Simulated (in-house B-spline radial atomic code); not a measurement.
## Ionising Sn III (Sn2+) with different functionals

Computed with a radial B-spline atomic code at the basis-set limit: four-component Dirac-Coulomb Hamiltonian, Fermi nucleus of rms radius 4.6519 fm, spin-restricted, spherical fractional occupations for the functionals, and exact exchange of hybrids averaged over the configuration. The ionisation energy is the difference of two self-consistent energies, [Kr] 4d10 5s2 → [Kr] 4d10 5s1, without Breit or QED terms; ε is the level of the shell that loses the electron (mean over j).

```
   method                    rung  ΔSCF (eV)  -ε(5s) (eV)
BHandHLYP           global hybrid          ?            ?
     PBE0           global hybrid      30.55        27.00
    wB97X  range-separated hybrid          ?            ?
    HSE06  range-separated hybrid      30.62        26.67
```

(1) What does BHandHLYP give?

(2) What does wB97X give?

(3) Among the functionals, which spreads more, the ΔSCF values or the orbital energies?

(4) How do they compare with the NIST value?

Results:

(1) ΔSCF 30.27 eV, and -ε(5s) = 27.94 eV.

(2) ΔSCF 30.54 eV, and -ε(5s) = 29.46 eV.

(3) The orbital energies: ΔSCF values span about 0.34 eV and the orbital energies 2.80 eV; here energy differences depend much less on the functional than eigenvalues do.

(4) NIST lists 30.506 eV ± 0.003 (measured, ground level to ground level). Errors run from -0.23 to +0.11 eV; wB97X is closest (+0.04 eV), but part of that can be cancellation, since the calculations leave out Breit-QED terms, spin polarisation.
